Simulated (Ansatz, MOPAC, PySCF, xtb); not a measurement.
C2H4 (SMILES C=C) and H2S (SMILES S) are pulled apart as rigid monomers along the line of their centres of mass, from the B3LYP-D3(BJ)/def2-TZVP minimum. Starting geometry (charge 0, multiplicity 1):
```xyz
9

C     -0.173    -0.673     0.005
C     -0.052     0.640     0.142
H     -1.137    -1.165     0.055
H      0.686    -1.311    -0.164
H      0.912     1.131     0.092
H     -0.912     1.277     0.311
S      0.453    -0.460     3.971
H      0.266    -0.313     2.647
H     -0.860    -0.359     4.231
```

Interaction energies with rigid monomers; basis-set methods are counterpoise corrected unless marked otherwise.

Rows in 6-31G*, STO-3G carry no dispersion term and start afresh at each structure (6-31G* with six Cartesian d functions). The state that PM6 reach isn't checked.

Codes used: Ansatz (Gaussian orbitals); MOPAC for PM6 (differences of heats of formation); PySCF for 6-31G* rows, STO-3G rows, the dispersion terms; xtb for the GFN methods. Each number belongs to the level named beside it.

```tsv
C2···H8 (Å)	PM6 (kcal/mol)	GFN1-xTB (kcal/mol)	HF/STO-3G (no counterpoise) (kcal/mol)	HF/6-31G* (no counterpoise) (kcal/mol)	PBE-D3(BJ)/def2-TZVPPD (kcal/mol)
2.44	(withheld)	-1.13	1.47	0.99	-1.82
2.70	-0.98	-1.24	(withheld)	-0.49	-2.10
3.09	-0.60	-0.84	-0.16	-0.98	-1.70
3.75	-0.26	-0.35	-0.10	-0.64	-0.89
4.82	-0.11	-0.11	-0.04	-0.18	-0.29
```

Some entries are withheld; supply them.


- 2.44, PM6 (kcal/mol): -0.87
- 2.70, HF/STO-3G (no counterpoise) (kcal/mol): 0.22

Ansatz is a program for electronic structure.
